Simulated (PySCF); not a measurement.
Compound: C8H9N3.
Numbering: `[CH3:1][CH:2]([CH3:3])[C:4]#[C:5][c:6]1[n:7][cH:8][n:9][cH:10][n:11]1` (hydrogens: H12, H13, H14 on C1; H15 on C2; H16, H17, H18 on C3; H19 on C8; H20 on C10)

Method used: PBE0-D3(BJ)/def2-SVP geometry optimisation, gas phase in PySCF 2.14.0.

Some entries are withheld. Bonds in one row agree within 0.01 Å.

```csv
coordinate,value
"C1–C2, C2–C3",1.531 Å
C2–C4,1.460 Å
C4≡C5,?
C5–C6,?
"C6–N7, C6–N11",1.340 Å
"N7–C8, C10–N11",?
"C8–N9, N9–C10",1.330 Å
C1–H12 and 5 like bonds,1.100 Å
C2–H15,1.106 Å
"C8–H19, C10–H20",1.097 Å
C1–C2–C3,112.1°
C1–C2–C4,?
C2–C4–C5,179.1°
C4–C5–C6,?
C5–C6–N7,?
N7–C6–N11,124.4°
C6–N7–C8,114.8°
N7–C8–N9,125.9°
C8–N9–C10,114.1°
```

Problem. Fill in the missing values.

Solution. 
- C4≡C5 = 1.214 Å, drawn triple (both ends alkyne carbon); 0.17 Å below the sum of covalent radii, 1.38 Å.
- C5–C6 = 1.432 Å, drawn single (alkyne carbon to substituted aromatic carbon); 0.01 Å above the sum of covalent radii, 1.42 Å.
- N7–C8, C10–N11 = 1.325 Å, aromatic (pyridine-type nitrogen to aromatic CH next to a ring nitrogen); 0.11 Å below the sum of covalent radii, 1.44 Å.
- C1–C2–C4 = 111.0°, at the propargylic carbon; the outer atoms are 2.466 Å apart.
- C4–C5–C6 = 179.6°, at the alkyne carbon; the outer atoms are 2.646 Å apart.
- C5–C6–N7 = 117.8°, at the substituted aromatic carbon; the outer atoms are 2.374 Å apart.

Radii are Cordero's, carbon taken as 0.76, 0.73 or 0.69 Å for four, three, and two or fewer neighbours.

PBE0-D3(BJ)/def2-SVP frequencies: not computed here.

The run took about 3 min of CPU time (one thread, shared machine). This is the geometry optimisation.
